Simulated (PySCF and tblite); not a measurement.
The numbers below are computed, except where a source is named.
C8H12, numbered as in [CH:1]#[C:2][CH:3]1[CH2:4][CH2:5][CH2:6][CH2:7][CH2:8]1.

Free energies: CAM-B3LYP-D3(BJ)/def2-SVPD (IEF-PCM, chloroform) on PBE0-D3(BJ)/def2-SVP structures plus GFN2-xTB thermal terms, symmetry and mirror images included. Conformers within 3 kcal/mol (GFN2-xTB free energy) were kept, 8 at most. GIAO shieldings: PBE0/pcSseg-1 (IEF-PCM, chloroform). Shifts are against TMS (¹H), TMS (¹³C) at the same level; of two unlike H on one atom, a is the less shielded. Run with PySCF (density fitting) and tblite.

Task: What shifts does this protocol give at 298.15 K under fast conformational exchange?

Result: ¹H: 2.21 (H3, 1H), 2.16 (H1, 1H), 1.69 (H4a/H8a, 2H), 1.64 (H5a/H7a, 2H), 1.40 (H6a, 1H), 1.28 (H4b/H8b, 2H), 1.21 (H6b, 1H), 1.21 (H5b/H7b, 2H) ppm. ¹³C: 94.4 (C2), 74.9 (C1), 35.2 (C4/C8), 30.2 (C3), 28.3 (C6), 27.5 (C5/C7) ppm.

Task: How do the conformers differ?

Result: The 6-ring runs over atoms 3–4–5–6–7–8.
| conformer | shape | weight % |
| --- | --- | --- |
| 1 | 6-ring chair (all substituents equatorial) | 75.3 |
| 2 | 6-ring chair (C2 axial) | 24.7 |

| signal | 1 | 2 | average |
| --- | --- | --- | --- |
| H1 | 2.15 | 2.21 | 2.16 |
| H3 | 2.05 | 2.68 | 2.21 |
| H4a/H8a | 1.80 | 1.36 | 1.69 |
| H4b/H8b | 1.16 | 1.66 | 1.28 |
| H5a/H7a | 1.61 | 1.71 | 1.64 |
| H5b/H7b | 1.15 | 1.38 | 1.21 |
| H6a | 1.50 | 1.10 | 1.40 |
| H6b | 1.09 | 1.59 | 1.21 |
| C1 | 74.4 | 76.6 | 74.9 |
| C2 | 94.7 | 93.8 | 94.4 |
| C3 | 30.7 | 28.8 | 30.2 |
| C4/C8 | 35.7 | 33.9 | 35.2 |
| C5/C7 | 28.5 | 24.4 | 27.5 |
| C6 | 28.1 | 28.9 | 28.3 |

Task: Which signal moves most, for its nucleus, between 220 and 380 K through the change of populations alone?

Result: H3: 2.17 ppm at 220 K, 2.19 ppm at 260 K, 2.21 ppm at 298.15 K, 2.22 ppm at 340 K, 2.23 ppm at 380 K. Exchange is taken as fast throughout; ring flips and hindered rotations can be slow on the NMR time scale at the lower temperatures.

Shifts are unscaled: against experiment ¹³C can be off by 15 ppm or more and ¹H by 0.8 ppm.
